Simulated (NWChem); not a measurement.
Molecule: GeNH₄Cl; SMILES [NH2][GeH2][Cl]

Computed with NWChem. Geometry: optimised at B3LYP/6-31G* (spherical d). Gas phase, vertical. One conformer.

B3LYP/def2-SVPD, TDA puts singlet state 2 at 6.62 eV with oscillator strength 0.121.

Q: Give the wavelength, the transition dipole and the radiative lifetime of that state in vacuum.

A: 
1. λ = 1239.84/6.62 = 187 nm, or 53390 cm⁻¹.
2. f = (2/3) ΔE μ² in atomic units, so μ = √(1.5 f/ΔE) = 0.86 a.u. = 2.20 D.
3. τ = 1.499 s cm⁻² / (f ν²) = 4.3 ns, for a non-degenerate state that emits at the vertical energy; a higher state like this one mostly decays faster by other paths.
